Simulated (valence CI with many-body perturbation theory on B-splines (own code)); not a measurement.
**Energy levels of Te39+**

Computed by valence CI with perturbative core correlation (CI+MBPT): three valence electrons over a frozen Dirac-Fock core [Ne], a basis of 11 s, 11 p, 10 d, 8 f, 5 g, 2 h functions for each j, with the one-electron correlation potential Σ1, the two-electron term Σ2, the three-electron term Σ3, Breit, model QED; selected CI, second order for the rest, scaled by the run's own slope (own B-spline code, finite nucleus).

No measured spectrum was set against this ion. As an estimate, large intervals hold to a few tenths of a per cent, small ones and those within an open d or f shell to about a per cent.

Levels 91 to 135 of 155, with energies above the lowest level, (3s^2 3p1/2) J=1/2. "Leading %" is the weight of the configuration and term that name the level; weights of strongly mixed levels are sums over their largest components and can fall short. In the jj column 3d3/2^4 stands for four electrons in 3d with j = 3/2. Lifetimes count E1, E2, E3, M1 and M2 decay at the calculated energies, and are blank where another channel may lead or the interval is too uncertain; long ones can be off by a factor of two.

```
No.  Configuration  Term     J  E (eV)  Leading %                Leading jj  Second component  Lifetime
 91         3p 3d2   4D°   3/2  624.59         38  3p1/2 3d3/2 3d5/2 (64 %)   19 % 3p 3d2 2D°   4.22 ps
 92         3p 3d2   2G°   9/2  624.92         32  3p1/2 3d3/2 3d5/2 (88 %)   32 % 3p 3d2 2H°   10.1 ps
 93         3p 3d2   4F°   5/2  637.23         30  3p1/2 3d3/2 3d5/2 (92 %)   29 % 3p 3d2 4D°   2.85 ps
 94         3p 3d2   4D°   7/2  637.77         46  3p1/2 3d3/2 3d5/2 (53 %)   20 % 3p 3d2 4F°   4.05 ps
 95         3p 3d2   4D°   3/2  643.28         34  3p1/2 3d3/2 3d5/2 (86 %)   14 % 3p 3d2 4S°   2.79 ps
 96         3p 3d2   2H°   9/2  644.13         41      3p1/2 3d5/2^2 (79 %)   33 % 3p 3d2 4G°   10.4 ps
 97         3p 3d2   2G°   7/2  645.96         43      3p1/2 3d5/2^2 (54 %)   38 % 3p 3d2 2F°   5.08 ps
 98         3p 3d2   2F°   5/2  648.57         39      3p1/2 3d5/2^2 (88 %)   28 % 3p 3d2 4D°   7.22 ps
 99         3p 3d2   4P°   3/2  649.61         33      3p1/2 3d5/2^2 (92 %)   22 % 3p 3d2 2D°   5.09 ps
100         3p 3d2   2P°   1/2  669.21         80      3p1/2 3d5/2^2 (82 %)   13 % 3p 3d2 4D°   4.50 ps
101         3p 3d2   4F°   3/2  679.30         32      3p3/2 3d3/2^2 (92 %)   17 % 3p 3d2 4D°   1.92 ps
102         3p 3d2   4F°   5/2  683.20         42      3p3/2 3d3/2^2 (74 %)   21 % 3p 3d2 2F°   2.01 ps
103         3p 3d2   4D°   1/2  684.89         78      3p3/2 3d3/2^2 (93 %)   14 % 3p 3d2 2P°   1.87 ps
104         3p 3d2   4G°   9/2  685.13         40  3p3/2 3d3/2 3d5/2 (93 %)   36 % 3p 3d2 4F°   3.21 ps
105         3p 3d2   4F°   7/2  685.14         43      3p3/2 3d3/2^2 (53 %)   17 % 3p 3d2 4G°   2.21 ps
106         3p 3d2   4G°  11/2  686.06         90      3p3/2 3d5/2^2 (51 %)   10 % 3p 3d2 2H°   5.57 ps
107         3p 3d2   2F°   7/2  687.65         54  3p3/2 3d3/2 3d5/2 (77 %)   15 % 3p 3d2 4D°   2.88 ps
108         3p 3d2   4D°   3/2  693.56         59  3p3/2 3d3/2 3d5/2 (62 %)   20 % 3p 3d2 2D°   2.11 ps
109         3p 3d2   4D°   5/2  693.57         44  3p3/2 3d3/2 3d5/2 (88 %)   26 % 3p 3d2 4P°   3.15 ps
110         3p 3d2   2S°   1/2  695.05         49  3p3/2 3d3/2 3d5/2 (94 %)   34 % 3p 3d2 4P°   2.53 ps
111         3p 3d2   4D°   7/2  698.45         67  3p3/2 3d3/2 3d5/2 (71 %)   21 % 3p 3d2 2F°   3.24 ps
112         3p 3d2   2F°   5/2  698.79         57  3p3/2 3d3/2 3d5/2 (84 %)   27 % 3p 3d2 4D°   2.50 ps
113         3p 3d2   4S°   3/2  700.70         42  3p3/2 3d3/2 3d5/2 (59 %)   29 % 3p 3d2 4P°   1.93 ps
114         3p 3d2   4P°   5/2  704.13         45      3p3/2 3d5/2^2 (65 %)   34 % 3p 3d2 2D°   3.39 ps
115         3p 3d2   2G°   9/2  707.08         55      3p3/2 3d5/2^2 (74 %)   25 % 3p 3d2 4F°   3.77 ps
116         3p 3d2   2G°   7/2  707.10         44  3p3/2 3d3/2 3d5/2 (47 %)   21 % 3p 3d2 4D°   2.72 ps
117         3p 3d2   2H°  11/2  707.17         90  3p3/2 3d3/2 3d5/2 (51 %)   10 % 3p 3d2 4G°   5.71 ps
118         3p 3d2   2D°   3/2  712.02         46  3p3/2 3d3/2 3d5/2 (81 %)   36 % 3p 3d2 2P°   2.23 ps
119         3p 3d2   2F°   7/2  714.20         60      3p3/2 3d5/2^2 (49 %)   18 % 3p 3d2 2G°   3.08 ps
120         3p 3d2   2D°   5/2  716.86         75  3p3/2 3d3/2 3d5/2 (60 %)   11 % 3p 3d2 2F°   2.12 ps
121         3p 3d2   2P°   1/2  717.27         82      3p3/2 3d5/2^2 (72 %)    9 % 3p 3d2 4D°   2.56 ps
122         3p 3d2   2G°   9/2  719.32         79  3p3/2 3d3/2 3d5/2 (70 %)   16 % 3p 3d2 4F°   2.53 ps
123         3p 3d2   2F°   5/2  724.78         87  3p3/2 3d3/2 3d5/2 (89 %)    7 % 3p 3d2 2D°   2.45 ps
124         3p 3d2   2D°   3/2  724.94         62  3p3/2 3d3/2 3d5/2 (68 %)   10 % 3p 3d2 2P°   1.88 ps
125         3p 3d2   2P°   3/2  734.14         81      3p3/2 3d5/2^2 (92 %)    8 % 3p 3d2 2D°   3.64 ps
126         3p 3d2   2F°   7/2  734.37         54      3p3/2 3d5/2^2 (80 %)   37 % 3p 3d2 2G°   2.70 ps
127         3p 3d2   2P°   1/2  735.33         91  3p3/2 3d3/2 3d5/2 (70 %)    5 % 3p 3d2 4D°   2.02 ps
128         3p 3d2   2D°   5/2  736.36         74      3p3/2 3d5/2^2 (82 %)    9 % 3p 3d2 2F°   2.73 ps
129         3p 3d2   2P°   3/2  748.64         63      3p3/2 3d5/2^2 (77 %)   21 % 3p 3d2 2D°   2.12 ps
130            3d3    4F   3/2  822.63         72            3d3/2^3 (83 %)       22 % 3d3 2D   1.82 ps
131            3d3    4F   5/2  832.22         92      3d3/2^2 3d5/2 (94 %)        7 % 3d3 2D   2.21 ps
132            3d3    4F   7/2  837.48         66      3d3/2^2 3d5/2 (75 %)       28 % 3d3 2G   2.44 ps
133            3d3    2G   9/2  838.98         41      3d3/2^2 3d5/2 (90 %)       30 % 3d3 2H   2.64 ps
134            3d3    4P   3/2  839.56         46      3d3/2^2 3d5/2 (87 %)       31 % 3d3 2P   1.96 ps
135            3d3    4P   1/2  842.46         69      3d3/2^2 3d5/2 (97 %)       30 % 3d3 2P   1.99 ps
```
